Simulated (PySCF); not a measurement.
# What a mistake does to a calculation on CFH7Si2

These are calculations, not measurements. They come from PySCF 2.14.0, an open-source quantum chemistry program, on an isolated molecule that a program drew, which may never have been made. The molecule is CFH7Si2 (charge 0, singlet), drawn as the SMILES string `F[SiH2]C[SiH3]`.

Each row is a Hartree-Fock (HF) and frozen-core CCSD(T) single point in the cc-pV(D+d)Z basis, meant for a local HF minimum. Run 1 is clean. Each other run has one planted mistake out of seven kinds, and not every kind appears here: one electron removed, one electron added, multiplicity raised by two, geometry at a saddle point, minimal basis STO-3G, one bond length entered in bohr, all coordinates scaled. The reference is restricted for singlets and unrestricted otherwise, and also for a bond in bohr. Adding or removing an electron swaps singlet and doublet. Electrons count all cores. HOMO and LUMO are orbital energies over both spins, the gradient is its largest component, and the lowest frequency (negative if imaginary) is given only where the gradient is small. Bond lengths are over the 10 bonds as drawn. T1 is the CCSD diagnostic: over 0.02 (restricted) or 0.045 (unrestricted) a single reference is doubtful.

Geometry of the clean run:
```xyz
11
CFH7Si2, angstrom
F    -2.1712    3.5745   -1.2816
Si   -0.5569    3.4454   -1.3203
C    -0.1004    1.7105   -1.8219
Si   -0.9566    0.2908   -0.9125
H    -0.0643    3.7593    0.0336
H    -0.0683    4.4458   -2.2872
H     0.9828    1.6056   -1.6778
H    -0.2851    1.5900   -2.8956
H    -2.3892    0.2304   -1.2751
H    -0.8359    0.4766    0.5533
H    -0.3153   -0.9941   -1.2786
```

```
run  electrons  basis functions  <S^2>  HOMO (eV)  LUMO (eV)  gradient (hartree/bohr)  lowest frequency (cm^-1)  mean bond (Å)  longest bond (Å)      T1  HF (hartree)  CCSD(T) (hartree)                          mistake
  1         50              109  0.000     -12.05       3.95                  2.3e-05                        43         1.4960             1.891  0.0109    -719.32908         -719.93384                         no fault
  2         50              109  0.000     -12.38       4.40                  1.5e-01                         -         1.3599             1.719  0.0096    -719.22591         -719.82209           all coordinates scaled
  3         49              109  0.770     -18.15      -9.07                  6.1e-02                         -         1.4960             1.891  0.0329    -718.94084         -719.52619             one electron removed
  4         51              109  0.758       2.89       8.21                  6.8e-02                         -         1.4960             1.891  0.0266    -719.20176         -719.82997               one electron added
  5         50              109  0.927      -9.60       1.53                  4.1e-02                         -         1.6617             3.520  0.0218    -719.20630         -719.78408  one bond length entered in bohr
  6         50               35  0.000      -9.53      12.52                  3.1e-02                         -         1.4960             1.891  0.0068    -710.76274         -710.96531                                ?
```

**Which mistake was planted in run 6, and what did it cost?**

It has 35 basis functions where the clean run has 109, with the same electrons and geometry. So the mistake is: minimal basis STO-3G. Subtracting run 1 and multiplying by 627.51 kcal/mol a hartree, the energy moved by 5375.5 kcal/mol in HF and 5627.8 kcal/mol in CCSD(T).

Cautions from the logs. Run 4: the HOMO is above zero, so the electron isn't bound and the energy depends on the basis.
